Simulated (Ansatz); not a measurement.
This geometry of CH$_{8}$BNO (12 atoms, charge 0, multiplicity 1) is a first-order saddle point.

Theory: RKS B3LYP-D4/6-31G* in Ansatz 0.2.0.

```xyz
12
Properties=species:S:1:pos:R:3
B 0.384 0.371 0.196
O -0.544 -0.229 1.420
H -1.395 -0.541 1.070
H 1.500 -0.045 0.338
H -0.169 0.162 -0.854
N 0.166 1.824 0.732
H 0.989 2.221 1.178
C -0.513 2.822 -0.099
H -1.436 2.390 -0.496
H -0.774 3.710 0.489
H 0.101 3.139 -0.953
H -0.558 0.924 1.535
```

Q: Which two structures does it join? (They come from a converged band through this point; their orientation in space is the band's.)

A: Bonds broken: B1–O2, N6–H12. Bonds formed: O2–H12. CH8BNO becomes CH6BN + H2O.

Image 0:

```xyz
12
Properties=species:S:1:pos:R:3
B 0.254 0.183 0.347
O -0.972 -0.211 0.987
H -1.662 -0.347 0.326
H 1.254 -0.261 0.880
H 0.271 0.157 -0.872
N 0.411 1.848 0.687
H 1.321 2.167 0.352
C -0.681 2.684 0.141
H -1.620 2.270 0.510
H -0.590 3.733 0.440
H -0.660 2.604 -0.948
H 0.426 1.920 1.705
```

Image 10:

```xyz
12
Properties=species:S:1:pos:R:3
B 1.058 0.556 -0.422
O -1.452 0.723 2.357
H -2.195 0.197 2.027
H 1.988 -0.027 0.052
H 0.531 0.207 -1.439
N 0.553 1.668 0.249
H 1.016 1.989 1.094
C -0.536 2.545 -0.176
H -0.966 2.148 -1.099
H -1.313 2.587 0.594
H -0.173 3.561 -0.372
H -0.757 0.593 1.690
```

Q: How far does it lie above each of them?

A: 26.3 kcal/mol above the first and 13.3 kcal/mol above the second. This is the barrier of this one path; another mechanism may lie lower. The orbitals stay closed-shell, which can raise the energy where a bond breaks towards radicals; this wasn't checked here.

Time of the run: 10 min on 1 thread of Arm Neoverse V1, on a shared host, peak memory 0.15 GiB.
